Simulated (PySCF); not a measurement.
# Spin states of RbC

Unrestricted PBE0; Rb def2-SVPD with ECP28, C def2-SVPD; scalar-relativistic core potentials (PySCF 2.14). Outer shells of the fragments: Rb 5s1; C 2s2 2p2.

Followed along the bond (rough minima from three points):

| 2Ms+1 | unpaired | ⟨S²⟩ at the start | R at minimum (Å) | Te (eV) |
| --- | --- | --- | --- | --- |
| 4 | σ ↑, π ↑↑ | 3.75 | 2.71 | 0.00 |
| 2 | σ ↓, π ↑↑ | 1.76 | 2.73 | 0.71 |
| 2 | σ ↑, π ↑↓ | 1.76 | 2.72 | 0.72 |
| 2 | π ↑ | 0.98 | none in the scan | ≤ 1.55 |

Solutions found at the starting distance of 2.770 Å, counted from the lowest of them; the search is not exhaustive and high or unbound solutions are not listed, so other states can lie among these:

| 2Ms+1 | unpaired | term | E (eV) | ⟨S²⟩ | ⟨Lz²⟩ | μ (D) |
| --- | --- | --- | --- | --- | --- | --- |
| 4 | σ ↑, π ↑↑ | ⁴Σ⁻ | 0.00 | 3.75 | 0.00 | -9.56 |
| 2 | σ ↓, π ↑↑ | mixed | 0.70 | 1.76 | 0.00 | -8.90 |
| 2 | σ ↑, π ↑↓ | mixed | 0.72 | 1.76 | 2.01 | -9.40 |
| 2 | π ↑ | ²Π | 1.62 | 0.98 | 1.00 | -5.27 |
| 2 | σ ↑ | mixed | 1.91 | 0.76 | 2.00 | -9.53 |
| 2 | π ↑ | ²Π | 2.08 | 0.76 | 1.03 | -10.04 |
| 4 | σ ↑↑, π ↑ | ⁴Π | 2.46 | 3.75 | 1.00 | 2.40 |
| 4 | σ ↑, π ↑↑ | mixed | 3.65 | 3.75 | 2.00 | 2.04 |
| 4 | π ↑↑↑ | ⁴Π | 3.75 | 3.75 | 1.00 | 2.35 |
| 4 | π ↑↑, δ ↑ | ⁴Δ | 4.60 | 3.75 | 4.00 | 0.37 |

A term symbol is given only where ⟨S²⟩ and ⟨Lz²⟩ are close to those of a pure state; real π, δ and φ orbitals otherwise mix terms. A positive dipole means Rb(−)C(+).

Spin–orbit coupling is left out.
